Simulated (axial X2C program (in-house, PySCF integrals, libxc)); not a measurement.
Curves of ErSe from open-shell CI on f12 s0

Calculated with an in-house all-electron X2C program for linear molecules (integrals from PySCF): two-component X2C with atomic mean-field Coulomb and Gaunt terms, basis Er dyall-v3z, Se dyall-v3z (cores contracted in-house). Orbitals come from Hartree–Fock averaged over the configuration Er f12 s0; CI then distributes these electrons over the f, s shells of Er.

Scan along the bond; masses Er 165.930 u, Se 79.917 u. Energies in cm⁻¹ from the lowest point; levels are followed by energy order within each Ω. Lowest level at 2.565 Å: 100% f12.

| R (Å) | (1)Ω=0 | (1)Ω=1 | (1)Ω=2 | (1)Ω=3 | (1)Ω=4 | (1)Ω=5 | (1)Ω=6 |
| --- | --- | --- | --- | --- | --- | --- | --- |
| 2.385 | 2006 | 2036 | 2107 | 2172 | 2182 | 2133 | 2116 |
| 2.475 | 445 | 472 | 539 | 614 | 660 | 676 | 721 |
| 2.565 | 0 | 24 | 89 | 169 | 239 | 296 | 383 |
| 2.668 | 477 | 500 | 561 | 643 | 728 | 814 | 931 |
| 2.770 | 1657 | 1677 | 1735 | 1816 | 1909 | 2010 | 2141 |
| 2.886 | 3508 | 3527 | 3580 | 3657 | 3751 | 3858 | 3995 |
| 3.027 | 6057 | 6073 | 6119 | 6189 | 6277 | 6382 | 6515 |

Fit the curves (1)Ω=0, (1)Ω=1, (1)Ω=2, (1)Ω=3, (1)Ω=4, (1)Ω=5, (1)Ω=6 near their minima.

From the open-shell CI curves, Te from the lowest:

```
 level  Te (cm⁻¹)  Re (Å)  ωe (cm⁻¹)
(1)Ω=0          0   2.564      250.5
(1)Ω=1         24   2.564      250.5
(1)Ω=2         89   2.565      250.4
(1)Ω=3        169   2.564      250.1
(1)Ω=4        238   2.562      249.5
(1)Ω=5        294   2.559      248.8
(1)Ω=6        377   2.555      248.2
```

Without dynamic correlation distances can be off by several hundredths of an Å (long for ionic bonds, short for multiple bonds) and the wavenumbers are rough.

The 7 lowest curves are shown; the next is (2)Ω=4, from 6318 cm⁻¹.

Dynamic correlation is missing, so gaps between terms are too wide and other configurations may lie lower; the lowest level listed is that of this model, not necessarily the ground state. At most 4 roots were kept for each Ω > 0 (twice that for Ω = 0) within 2.2 eV of the lowest, so higher up levels can be missing between those listed; levels with Ω > 0 are doubly degenerate and listed once, Ω = 0 levels singly. States that fill the shells left empty in the average are placed too high.
